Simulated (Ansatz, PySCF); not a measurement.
Pair of molecules: SiH4 (SMILES [SiH4]) (first 5 atoms) with CH6Si (SMILES C[SiH3]); geometry from B3LYP-D3(BJ)/def2-TZVP, rigid monomers moved along the line of their centres of mass till Si1···H8 is 4.27 Å.
(charge 0, multiplicity 1):
```xyz
13

Si     0.0159    -0.3016     0.1916
H     -1.1782    -0.1975     1.0594
H     -0.3660    -0.0324    -1.2129
H      0.5767    -1.6682     0.2968
H      1.0314     0.6802     0.6308
C      0.8272    -0.6035     5.2706
Si    -0.3896     0.8033     5.5192
H      0.6450    -1.1265     4.3307
H      0.7415    -1.3323     6.0787
H      1.8535    -0.2326     5.2576
H     -0.2206     1.8392     4.4727
H     -0.1744     1.4397     6.8421
H     -1.7848     0.3039     5.4624
```

Monomers are frozen at their geometry in the pair; levels with a basis set take the counterpoise correction.

Correlated levels freeze the cores.

Codes used: Ansatz (Gaussian basis) for Hartree–Fock, density functionals and correlated methods; PySCF for the dispersion terms. Values without a source in brackets are computed.

PBE/def2-TZVPPD gives -0.14 kcal/mol for the interaction energy.

Q: Predict the shift from PBE, with its sign, for: PBE-D3(BJ)/def2-TZVPPD, r2SCAN/def2-TZVPPD, PBE0/def2-TZVPPD, wB97M-V/def2-TZVPPD, MP2/aug-cc-pV(D+d)Z, CCSD(T)/aug-cc-pV(D+d)Z.

A: PBE-D3(BJ)/def2-TZVPPD -0.42; r2SCAN/def2-TZVPPD 0.05; PBE0/def2-TZVPPD 0.05; wB97M-V/def2-TZVPPD -0.23; MP2/aug-cc-pV(D+d)Z -0.19; CCSD(T)/aug-cc-pV(D+d)Z -0.21 kcal/mol. 2 of 6 lie above PBE; the widest gap is to PBE-D3(BJ)/def2-TZVPPD.

Ansatz is a first-principles code.
